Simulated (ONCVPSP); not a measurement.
## Which change was made? (C, ONCV)

C (Z = 6), optimised norm-conserving Vanderbilt (ONCV), made with ONCVPSP 4.0.1 (LDA (Perdew-Zunger), scalar-relativistic). Core [He], reference 2s2 2p1 (charge +1). Waves: 2s: rc 1.05 bohr, ncon 4, nbas 7, qcut 6.9 1/bohr, 1 projector; 2p: rc 2.00 bohr, ncon 5, nbas 8, qcut 6.2 1/bohr, 3 projectors, debl 2.6 Ha. Local part: polynomial inside 0.90 bohr (lpopt 5, dvloc0 3 Ha). Core correction: Teter function, fcfact 5.25, rcfact 1.6.

Cutoffs, loose and tight: the cutoffs (Ha) at which the residual kinetic energy of the hardest occupied pseudo-wave falls to 1 and 0.1 mHa per electron. They do not see the model core or the augmentation charge, which bear on the density cutoff. Test errors are all-electron minus pseudo excitation energies from the reference, over the configurations 2s2 2p2; 2s2 2p0; 2s1 2p0; 2s1 2p2; variants that change the core or the reference have their own tests.

The base gives: outcome: generated; cutoff, loose: 21 Ha; cutoff, tight: 40 Ha; bound ghosts: none; GHOST(+) flags above zero: none; largest test error (meV): +202.

(1) After one change the result is: outcome: failed: optimize: ERROR ps0norm > uunorm, code will stop. Which change was it?
A. s: rc 1.52
B. s: rc 0.74; local potential polynomial inside 0.74 bohr (lpopt 5, dvloc0 3 Ha)
C. s: rc 0.82; local potential polynomial inside 0.82 bohr (lpopt 5, dvloc0 3 Ha)

Results:

(1) B. The others give: s: rc 1.52 → outcome: generated; cutoff, loose: 16 Ha; cutoff, tight: 20 Ha; bound ghosts: none; GHOST(+) flags above zero: none; largest test error (meV): +190 | s: rc 0.82; local potential polynomial inside 0.82 bohr (lpopt 5, dvloc0 3 Ha) → outcome: generated; cutoff, loose: 117 Ha; cutoff, tight: 178 Ha; bound ghosts: none; GHOST(+) flags above zero: none; largest test error (meV): +203.
